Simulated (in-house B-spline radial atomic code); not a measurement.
## RPA and G0W0 on PBE0: Br²⁺

Configuration [Ar] 3d10 4s2 4p3, highest spin, mean-field start PBE0. Computed with a B-spline radial code for spherical atoms: all electrons, non-relativistic, point nucleus, each spin shell either full or empty, empty states to l = 9 with an (l + 1/2)⁻⁴ tail; G0W0 by contour deformation at full frequency.

Command:
```bash
python run_gw.py task.json out
```
Settings (radii: box in bohr, nucleus in fm):
```
Z                        35
electrons                33
configuration            [Ar] 3d10 4s2 4p3
hamiltonian              nr
method                   pbe0
lmax                     9
spin_polarised           True
box_radius               17.55
intervals                52
```

Cost of the run: 4.1 s on 1 thread of Arm Neoverse N1 (shared host).

Energies (hartree):

| term | value |
| --- | --- |
| mean-field total | -2572.64921 |
| Hartree-Fock functional on these orbitals | -2571.29563 |
| direct second order | -2.7055 |
| second-order exchange | 0.79164 |
| SOSEX correction | 0.72994 |

(1) What is the RPA correlation energy, and what remains with SOSEX?

Quasi-particle levels (eV):

```csv
level,occupied,mean field,Σx - vxc,Σc,QP weight,G0W0
4p up,yes,-31.05,-3.99,?,?,?
4s down,yes,-40.22,-2.20,-2.17,0.937,-44.59
4p down,no,-24.770,5.63,-2.55,0.941,-21.689
```

G0W0 = mean field + (Σx - vxc) + Σc, with Σc (partial-wave tail included) taken at the quasi-particle energy. Only the outer levels were computed. Levels of low weight are left out.

(2) Where does G0W0 put 4p up?

Answers

(1) RPA gives -2.3593 hartree (-1.95 eV per electron); RPA + SOSEX gives -1.6293, and the second-order doubles -1.9139 hartree (no singles). RPA lacks exchange-type terms and so overcorrelates at short range.

(2) At -35.37 eV, with Σc = -0.33 eV and a quasi-particle weight of 0.940. The tabulated removal energy is 34.871 ± 0.019 eV (NIST, measured); the calculation leaves out relativity, Breit and QED terms, and what these don't explain is the method's own error.
